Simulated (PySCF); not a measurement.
Electronic absorption of B(CN)3

Compound: B(CN)3, C₃BN₃.
Structure used (PBE0-D3(BJ)/def2-SVP), in Å, numbered top down from 1:
```xyz
7
C3BN3 angstrom
B      0.012   -0.013   -0.011
C      1.541   -0.004   -0.013
N      2.701    0.003   -0.015
C     -0.762    1.305   -0.028
N     -1.348    2.307   -0.042
C     -0.741   -1.344    0.011
N     -1.311   -2.355    0.028
```

The calculation used TDDFT CAM-B3LYP/def2-SVPD, vertical, gas phase, core orbitals frozen in the response (PySCF 2.14.0, density-fitted response routines).

| state | E (eV) | λ (nm) | ν̃ (cm⁻¹) | f | \|μ\| (D) | symmetry | main configurations (H = HOMO, L = LUMO) |
| --- | --- | --- | --- | --- | --- | --- | --- |
| S1 | 4.41 | 281.3 | 35550 | 0.0000 | 0.00 | – | H→L (96%) |
| S2 | 4.62 | 268.4 | 37250 | 0.0000 | 0.00 | – | H-3→L (93%) |
| S3 | 4.62 | 268.2 | 37280 | 0.0000 | 0.00 | – | H-4→L (93%) |
| S4 | 5.42 | 228.7 | 43730 | 0.156 | 2.75 | E′ | H-2/H-1→L (≥91%) |
| S5 | 5.42 | 228.6 | 43750 | 0.156 | 2.76 | E′ | H-2/H-1→L (≥91%) |
| S6 | 5.85 | 211.8 | 47210 | 0.0000 | 0.00 | – | H-5→L (92%) |
| S7 | 5.86 | 211.7 | 47230 | 0.0000 | 0.00 | – | H-6→L (92%) |
| S8 | 6.03 | 205.8 | 48600 | 0.012 | 0.71 | A2″ | H-7→L (96%) |
| S9 | 6.40 | 193.7 | 51640 | 0.0000 | 0.00 | – | H-8→L (87%) |

Triplets (Tamm–Dancoff): T1 4.04 eV, H-2/H-1→L (≥89%); T2 4.04 eV, H-2/H-1→L (≥89%); T3 4.14 eV, H→L (92%).

The lowest singlet comes at 281 nm (425 kJ/mol) in the ultraviolet; it is dark (f under 0.0005); its leading configuration is HOMO→LUMO (96%). The most intense listed level is S4/S5 at 5.42 eV (229 nm, f = 0.312 summed), 1.01 eV above S1. S2/S3, S4/S5 and S6/S7 lie within about 0.01 eV of each other in each set; the point group D3h has degenerate representations, and within a degenerate level the listed configurations can mix freely. Löwdin shares by element: HOMO nitrogen 56%, carbon 15% or more (atoms not listed hold the other 29%); LUMO nitrogen 34%, boron 33% (atoms not listed hold the other 33%). The listed states span 1.99 eV, and the widest gap between neighbours is 0.80 eV (S3 to S4). The oscillator strengths of these states sum to 0.324; summed over the whole spectrum of an exact calculation they would give the number of electrons, 44 (Thomas–Reiche–Kuhn). Orbital energies (eV): HOMO-3 -12.76, HOMO-2 -12.73, HOMO-1 -12.73, HOMO -12.51, LUMO -4.27, LUMO+1 -0.21, LUMO+2 -0.21. No computed singlet lies in the visible range (380 to 750 nm); the lowest, at 281 nm, stands 1.14 eV above its violet end (3.26 eV). Symmetry labels in D3h follow from the direction of the transition dipole and are given only for states with f of 0.002 or more. Orbitals of the list HOMO-3 to LUMO+2 that lie within 0.01 eV of each other are written together with a slash and their weights summed (≥ marks a lower bound); for degenerate orbitals outside that list single weights are arbitrary. Only the lowest 10 singlets were computed, as vertical energies without vibronic structure. The highest level found (7.67 eV, f 0.0000 so far) is left out, since the window may have cut off a degenerate partner.

Time: 12 s wall (with the writing of density and orbital grids); peak memory 0.60 GiB. Hardware: one thread, Arm Neoverse V2 (aarch64), shared host.
